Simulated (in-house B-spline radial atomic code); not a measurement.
Orbital energies and mean radii along the 35-electron series, configuration [Ar] 3d10 4s2 4p5. The effective charge is n√(-2ε), a non-relativistic measure. Computed with a B-spline radial code for spherical atoms: non-relativistic Hartree-Fock, average of the configuration, point nuclei.

This level leaves out relativity, spin-orbit splitting included, which matters for heavy ions.

| ion | Z | energy of 2p (Eh) | mean radius of 2p (bohr) | energy of 3s (Eh) | mean radius of 3s (bohr) | energy of 2s (Eh) | mean radius of 2s (bohr) | energy of 4s (Eh) | mean radius of 4s (bohr) | effective charge of 2p |
| --- | --- | --- | --- | --- | --- | --- | --- | --- | --- | --- |
| Br | 35 | -58.554 | 0.16714 | -9.8719 | 0.55886 | -65.2 | 0.19311 | -0.99268 | 1.7389 | 21.643 |
| Kr+ | 36 | -63.451 | 0.16188 | -11.288 | 0.5377 | -70.345 | 0.18725 | -1.5313 | 1.5875 | 22.53 |
| Rb2+ | 37 | -68.634 | 0.15693 | -12.854 | 0.51796 | -75.777 | 0.18174 | -2.1568 | 1.4642 | 23.432 |
| Sr3+ | 38 | -74.092 | 0.15226 | -14.556 | 0.49952 | -81.486 | 0.17653 | -2.8612 | 1.3616 | 24.346 |
| Zr5+ | 40 | -85.811 | 0.14371 | -18.349 | 0.46611 | -93.71 | 0.16695 | -4.4906 | 1.1997 | 26.201 |
| Nb6+ | 41 | -92.066 | 0.13978 | -20.432 | 0.45095 | -100.22 | 0.16253 | -5.411 | 1.1342 | 27.139 |
| Mo7+ | 42 | ? | ? | ? | ? | ? | ? | ? | ? | ? |
| Tc8+ | 43 | -105.35 | 0.13252 | -24.959 | 0.42329 | -114.02 | 0.15435 | -7.4562 | 1.0247 | 29.031 |
| Ru9+ | 44 | ? | ? | ? | ? | ? | ? | ? | ? | ? |
| Rh10+ | 45 | -119.67 | 0.12597 | -29.959 | 0.39872 | -128.85 | 0.14694 | -9.7683 | 0.93622 | 30.941 |
| Pd11+ | 46 | -127.21 | 0.12293 | -32.633 | 0.38745 | -136.65 | 0.14349 | -11.023 | 0.89796 | 31.901 |
| Ag12+ | 47 | -135.01 | 0.12002 | -35.423 | 0.37678 | -144.7 | 0.1402 | -12.343 | 0.86294 | 32.864 |
| Cd13+ | 48 | -143.06 | 0.11725 | -38.328 | 0.36668 | -153.01 | 0.13705 | -13.728 | 0.83075 | 33.83 |
| In14+ | 49 | -151.37 | 0.11461 | -41.348 | 0.35709 | -161.58 | 0.13404 | -15.177 | 0.80103 | 34.798 |
| Sn15+ | 50 | -159.93 | 0.11208 | -44.482 | 0.34797 | -170.4 | 0.13116 | -16.691 | 0.77349 | 35.769 |
| Sb16+ | 51 | -168.74 | 0.10965 | -47.73 | 0.33931 | -179.47 | 0.12839 | -18.269 | 0.7479 | 36.741 |
| Te17+ | 52 | -177.8 | 0.10733 | -51.091 | 0.33106 | -188.79 | 0.12574 | -19.911 | 0.72403 | 37.715 |
| I18+ | 53 | -187.12 | 0.1051 | -54.566 | 0.3232 | -198.37 | 0.12319 | -21.617 | 0.70172 | 38.691 |
| Xe19+ | 54 | ? | ? | ? | ? | ? | ? | ? | ? | ? |
| Cs20+ | 55 | -206.51 | 0.10091 | -61.854 | 0.30853 | -218.29 | 0.1184 | -25.22 | 0.66116 | 40.646 |

**Question.** Fill in the row of Mo7+.

**Answer.** energy of 2p (Eh): -98.58; mean radius of 2p (bohr): 0.13606; energy of 3s (Eh): -22.636; mean radius of 3s (bohr): 0.4367; energy of 2s (Eh): -106.99; mean radius of 2s (bohr): 0.15834; energy of 4s (Eh): -6.3998; mean radius of 4s (bohr): 1.0763; effective charge of 2p: 28.083.

**Question.** Fill in the row of Ru9+.

**Answer.** energy of 2p (Eh): -112.38; mean radius of 2p (bohr): 0.12916; energy of 3s (Eh): -27.4; mean radius of 3s (bohr): 0.41065; energy of 2s (Eh): -121.3; mean radius of 2s (bohr): 0.15056; energy of 4s (Eh): -8.5792; mean radius of 4s (bohr): 0.97823; effective charge of 2p: 29.984.

**Question.** Fill in the row of Xe19+.

**Answer.** energy of 2p (Eh): -196.69; mean radius of 2p (bohr): 0.10297; energy of 3s (Eh): -58.153; mean radius of 3s (bohr): 0.31569; energy of 2s (Eh): -208.21; mean radius of 2s (bohr): 0.12075; energy of 4s (Eh): -23.387; mean radius of 4s (bohr): 0.68081; effective charge of 2p: 39.668.

**Question.** How does the screening of 2p change?

**Answer.** Z less the effective charge goes from 13.36 at Z = 35 to 14.35 at Z = 55.
